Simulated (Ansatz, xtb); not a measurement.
# H7NSSi2: 6 structures ranked

6 gas-phase structures of H7NSSi2, found in a search over its isomers (lower ones may exist). Each was relaxed with GFN2-xTB; where two conformers were screened, the lower at r2SCAN-D4/def2-SVP is listed:

A. `N[Si@H]([SiH3])S`, a singlet
B. `[SiH3]N[SiH2]S`, a singlet
C. `[SiH3]N([SiH3])S`, a singlet
D. `N[SiH2]S[SiH3]`, a singlet
E. `N[SiH2][SiH2]S`, a singlet
F. `[SiH3]NS[SiH3]`, a singlet

Task: Which do you expect lowest at r2SCAN-D4/def2-SVP, and how would the others follow?

Result: Calculated order at r2SCAN-D4/def2-SVP: D (0.0), B (14.6), A (57.6), E (77.8), F (180.6), C (181.2) kJ/mol. Less than 1 kcal/mol parts F and C, so the order within that pair means little.

Energies above the lowest of each column, in kJ/mol; the last columns are at B3LYP-D3(BJ)/def2-SVP geometries and were run for some of them only (a dash: not run or not comparable):

```tsv
structure	GFN2-xTB	HF/STO-3G	r2SCAN-D4/def2-SVP	B3LYP-D3(BJ)/def2-SVP	CCSD(T)/def2-SVP + ΔMP2/def2-TZVPP
D	10.3	0.0	0.0	0.0	0.0
B	0.0	4.3	14.6	1.4	2.8
A	122.6	45.4	57.6	54.2	–
E	118.5	53.8	77.8	67.6	–
F	104.0	107.1	180.6	–	–
C	106.2	123.8	181.2	–	–
```

CCSD(T)/def2-SVP + ΔMP2/def2-TZVPP has B and D within 1 kcal/mol of each other at the bottom, and every level picks one of them. Some further structures that were screened fall inside this span and aren't listed. Flexible structures stand in one conformer each, not always the lowest. D keeps a small imaginary mode. Frequencies (B3LYP-D3(BJ)/def2-SVP) were run for B, D alone. ΔMP2 is the change of the MP2 energy from the smaller to the larger basis.

Over these structures GFN2-xTB departs from r2SCAN-D4/def2-SVP by 47.0 kJ/mol on average once a common shift is removed. A GFN2-xTB relaxation took about 0.12 s and the r2SCAN-D4/def2-SVP energy about 1.6 s on a shared host (Ansatz 0.2.0, xtb 6.7.1).
